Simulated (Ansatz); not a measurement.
```yaml
crystal:
  periodic: [false, false, false]
  atoms:
    - {symbol: B, position_ang: [0.140649, -0.884844, -1.983476]}
    - {symbol: N, position_ang: [-0.362261, -0.493271, -0.685175]}
    - {symbol: Si, position_ang: [-0.865866, -1.985031, 0.501491]}
    - {symbol: Si, position_ang: [1.112304, -2.983743, 1.146338]}
    - {symbol: Si, position_ang: [-0.237777, 1.038037, -0.137206]}
    - {symbol: C, position_ang: [0.610504, 2.105625, -1.298014]}
    - {symbol: C, position_ang: [-2.025258, 1.584980, 0.000605]}
    - {symbol: C, position_ang: [0.622814, 1.262864, 1.375103]}
    - {symbol: H, position_ang: [0.546544, -0.245267, -2.848252]}
    - {symbol: H, position_ang: [0.279409, -2.178454, -2.264022]}
    - {symbol: H, position_ang: [-1.434602, -1.115744, 1.489790]}
    - {symbol: H, position_ang: [-1.644867, -2.802567, -0.218650]}
    - {symbol: H, position_ang: [1.955477, -3.643658, 0.330147]}
    - {symbol: H, position_ang: [0.778092, -4.026886, 2.146262]}
    - {symbol: H, position_ang: [1.927258, -2.196071, 2.015261]}
    - {symbol: H, position_ang: [0.089638, 2.342396, -2.462668]}
    - {symbol: H, position_ang: [0.512870, 3.254218, -1.189130]}
    - {symbol: H, position_ang: [1.737355, 1.839706, -1.766614]}
    - {symbol: H, position_ang: [-2.466996, 1.558135, -0.846915]}
    - {symbol: H, position_ang: [-2.500823, 1.148983, 0.944899]}
    - {symbol: H, position_ang: [-2.109127, 2.776714, 0.318819]}
    - {symbol: H, position_ang: [1.802224, 0.801093, 1.307576]}
    - {symbol: H, position_ang: [0.824762, 2.055282, 1.773167]}
    - {symbol: H, position_ang: [0.175440, 0.545298, 2.172091]}
basis:
  gaussian: {orbitals: cc-pVDZ, nuclear_model: gaussian}
hamiltonian: {xc: {name: HF}}
correlation: {active_space: {window: {electrons: 6, orbitals: 2}}}
output: {forces: true}
```

```sh
$ ansatz run in.yaml --threads 4 --pin off --events-out ev --progress --plain --max-ram 41984MiB --backend cpu
```

Shortened log:

```
Functional definition: HF
1897 factors; integrals over basis functions are off by at most 1.5e-3 eV
mean field evaluation 1: about -29074.8959 eV, gradient 4.6e1 eV
mean field evaluation 2: about -29075.0825 eV, gradient 4.6e1 eV
mean field evaluation 4: about -29081.4748 eV, gradient 6.4e0 eV
mean field evaluation 8: about -29081.6202 eV, gradient 3.6e-1 eV
mean field -29081.62089005 eV, -1068.7298554788 hartree, gradient 6.8e-6 eV, S^2 0.000000; 0 other end points of the search recorded, 0 dependent functions left out
reference -29081.62089005 eV, -1068.7298554788 hartree; 44, 44 occupied and 160, 160 virtual orbitals, 1897 factors
Error: 6 electrons in 2 orbitals form no window around the highest filled level of the reference
```

In this input the active space doesn't fit the electrons. The run stopped with an error.
